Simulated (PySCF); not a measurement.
H2MgO. Atoms are numbered in the order given.

```xyz
4

Mg     0.0000     0.0000    -0.6891
H      0.0000     0.0000    -2.3736
O      0.0000     0.0000     1.0770
H      0.0000     0.0000     2.0267
```
Charge 0, spin multiplicity 1.

Geometry optimised at B3LYP-D3(BJ)/def2-TZVPD.

These are PBE0/def2-TZVPD (PySCF) values and carry that method's errors.

Mulliken values depend strongly on the basis, most of all with diffuse functions as here. ESP charges are fitted to the potential on shells at 1.4 to 2.0 van der Waals radii. Atomic charges (e):

```json
[
 {"atom": "Mg1", "IAO": "…", "Mulliken": "0.82", "ESP fit": "1.07"},
 {"atom": "H2", "IAO": "…", "Mulliken": "-0.23", "ESP fit": "-0.44"},
 {"atom": "O3", "IAO": "…", "Mulliken": "-0.82", "ESP fit": "-1.08"},
 {"atom": "H4", "IAO": "…", "Mulliken": "0.22", "ESP fit": "0.46"}
]
```

Problem. Complete the blanks. (Estimate from the structure and the level; the computed values follow.)

Solution. 
- Mg1, IAO: 1.43
- H2, IAO: -0.54
- O3, IAO: -1.27
- H4, IAO: 0.37
